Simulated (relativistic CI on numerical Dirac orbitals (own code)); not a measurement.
Ligand-field terms of d2

Computed with a parametric ligand-field model of a d^n configuration (Racah B and C, spin-orbit zeta, crystal field), exact diagonalisation.

Field parameters in Wybourne normalisation: Oh B⁴₀ = 21Dq, B⁴₄ = √(5/14) B⁴₀; Td as Oh with Dq negative (B⁴₀ = 21Dq, B⁴₄ = √(5/14) B⁴₀). The field is a parameter set, without covalency.

A d2 ion in Td symmetry has the ground term 3A2 and bands at 1E 11150 cm⁻¹ (897 nm), 3T2 11300 cm⁻¹ (885 nm), 3T1 17015 cm⁻¹ (588 nm), 1A1 18945 cm⁻¹ (528 nm), 1T2 22262 cm⁻¹ (449 nm), 3T1 26485 cm⁻¹ (378 nm). Which parameters reproduce them?

B = 640, C = 3120, ζ = 0 cm⁻¹, Td, 10Dq = -11300 cm⁻¹.

Ground term and bands for B = 550, C = 2240, ζ = 0 cm⁻¹, Oh, 10Dq = 6450 cm⁻¹?

Ground term 3T1 with 0.07 electrons in the two orbitals of the cubic e set. Spin-allowed: 3T2 5686 cm⁻¹ (1759 nm), 3A2 12136 cm⁻¹ (824 nm), 3T1 13173 cm⁻¹ (759 nm). Lowest spin-forbidden: 1T2 8105 cm⁻¹ (1234 nm), 1E 8379 cm⁻¹ (1193 nm), 1T2 15128 cm⁻¹ (661 nm).

A d2 ion in Td symmetry has the ground term 3A2 and bands at 3T2 6650 cm⁻¹ (1504 nm), 1E 10083 cm⁻¹ (992 nm), 3T1 11004 cm⁻¹ (909 nm), 1T2 16420 cm⁻¹ (609 nm), 1A1 16772 cm⁻¹ (596 nm), 3T1 19296 cm⁻¹ (518 nm). Which parameters reproduce them?

B = 690, C = 2480, ζ = 0 cm⁻¹, Td, 10Dq = -6650 cm⁻¹.

Ground term and bands for B = 610, C = 2600, ζ = 0 cm⁻¹, Oh, 10Dq = 21300 cm⁻¹?

Ground term 3T1 with 0.02 electrons in the two orbitals of the cubic e set. Spin-allowed: 3T2 19961 cm⁻¹ (501 nm), 3T1 27772 cm⁻¹ (360 nm), 3A2 41261 cm⁻¹ (242 nm). Lowest spin-forbidden: 1T2 9137 cm⁻¹ (1094 nm), 1E 9245 cm⁻¹ (1082 nm), 1A1 20501 cm⁻¹ (488 nm).

Ground term and bands for B = 640, C = 2840, ζ = 0 cm⁻¹, Oh, 10Dq = 7450 cm⁻¹?

Ground term 3T1 with 0.07 electrons in the two orbitals of the cubic e set. Spin-allowed: 3T2 6565 cm⁻¹ (1523 nm), 3A2 14015 cm⁻¹ (714 nm), 3T1 15280 cm⁻¹ (654 nm). Lowest spin-forbidden: 1T2 9897 cm⁻¹ (1010 nm), 1E 10218 cm⁻¹ (979 nm), 1T2 18023 cm⁻¹ (555 nm).
